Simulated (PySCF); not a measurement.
Molfile (atoms numbered from 1):
```
C6H12OSi2
     RDKit          3D

 21 21  0  0  0  0  0  0  0  0999 V2000
    2.7626    1.0962    1.6085 C   0  0  0  0  0  0  0  0  0  0  0  0
    1.8507    0.7984    0.8573 C   0  0  0  0  0  0  0  0  0  0  0  0
    0.4684    0.2953   -0.2486 Si  0  0  2  0  0  4  0  0  0  0  0  0
    0.9379    0.4382   -1.8404 O   0  0  0  0  0  0  0  0  0  0  0  0
    2.0349   -0.2313   -2.3979 C   0  0  0  0  0  0  0  0  0  0  0  0
   -1.0808    1.3248    0.0508 C   0  0  0  0  0  0  0  0  0  0  0  0
   -1.9407    0.6147    1.1072 C   0  0  0  0  0  0  0  0  0  0  0  0
   -2.1995   -0.8577    0.7469 C   0  0  0  0  0  0  0  0  0  0  0  0
   -0.5287   -1.7239    0.4156 Si  0  0  0  0  0  4  0  0  0  0  0  0
    3.5676    1.3645    2.2697 H   0  0  0  0  0  0  0  0  0  0  0  0
    1.9137   -1.3297   -2.3502 H   0  0  0  0  0  0  0  0  0  0  0  0
    2.9799    0.0317   -1.8894 H   0  0  0  0  0  0  0  0  0  0  0  0
    2.1220    0.0568   -3.4564 H   0  0  0  0  0  0  0  0  0  0  0  0
   -1.6195    1.3736   -0.9125 H   0  0  0  0  0  0  0  0  0  0  0  0
   -0.8423    2.3596    0.3410 H   0  0  0  0  0  0  0  0  0  0  0  0
   -1.4289    0.6662    2.0855 H   0  0  0  0  0  0  0  0  0  0  0  0
   -2.8968    1.1485    1.2429 H   0  0  0  0  0  0  0  0  0  0  0  0
   -2.7948   -0.9138   -0.1818 H   0  0  0  0  0  0  0  0  0  0  0  0
   -2.7862   -1.3672    1.5274 H   0  0  0  0  0  0  0  0  0  0  0  0
    0.0429   -2.3198    1.6636 H   0  0  0  0  0  0  0  0  0  0  0  0
   -0.6291   -2.7936   -0.6258 H   0  0  0  0  0  0  0  0  0  0  0  0
  1  2  3  0
  3  2  1  1
  3  4  1  0
  4  5  1  0
  3  6  1  0
  6  7  1  0
  7  8  1  0
  8  9  1  0
  9  3  1  0
  1 10  1  0
  5 11  1  0
  5 12  1  0
  5 13  1  0
  6 14  1  0
  6 15  1  0
  7 16  1  0
  7 17  1  0
  8 18  1  0
  8 19  1  0
  9 20  1  0
  9 21  1  0
M  END
```

Geometry: PBE0-D3(BJ)/def2-SVP; GIAO shifts from PySCF 2.14, gas phase, non-relativistic, averaged over equivalent atoms.

At WP04/pcSseg-1 (227 basis functions, 100 s wall time on 1 thread of an Arm Neoverse N1, shared host):
```csv
atoms,δ (ppm)
C1,97.2
C2,81.7
C5,55.5
C7,25.8
C6,19.8
C8,13.5
Si3,-4.3
Si9,-60.9
O4,10.5
H11/H12/H13,3.45
H21,3.14
H20,2.99
H10,2.29
H17,1.99
H15,1.22
H19,1.14
H16,1.00
H14,0.53
H18,0.49
```

Shifts are taken against calculated references (same method and geometry level): TMS for ¹³C (172.44 ppm) and ²⁹Si (338.69 ppm) and ¹H (31.56 ppm); H2O for ¹⁷O (317.54 ppm).

Problem. What do these become at PBE0/pcSseg-1?

Solution. 
```tsv
atoms	δ at PBE0/pcSseg-1	change
C1	106.6	+9.4
C2	88.7	+7.0
C5	53.9	-1.6
C7	23.1	-2.7
C6	20.2	+0.4
C8	11.5	-2.0
Si3	3.7	+8.0
Si9	-76.5	-15.6
O4	13.2	+2.7
H11/H12/H13	3.61	+0.16
H21	3.71	+0.57
H20	3.50	+0.51
H10	2.61	+0.32
H17	2.13	+0.14
H15	1.38	+0.16
H19	1.32	+0.18
H16	1.02	+0.02
H14	0.54	+0.01
H18	0.53	+0.04
```

Scale: ¹³C (184.41 ppm) and ²⁹Si (351.99 ppm) and ¹H (31.27 ppm) against TMS; ¹⁷O (334.56 ppm) vs H2O (reference shieldings calculated alike).

The largest change is at Si9 (silicon bonded to C, Si, 2 H, in a 5-membered ring). Cost: 227 basis functions, 96 s wall time on 1 thread of an Arm Neoverse N1, shared host. The order of the carbon signals is the same at both levels.

Experimental scales use liquid or dissolved standards, which lie at an offset from isolated H2O (liquid H2O: subtract about 36 ppm).
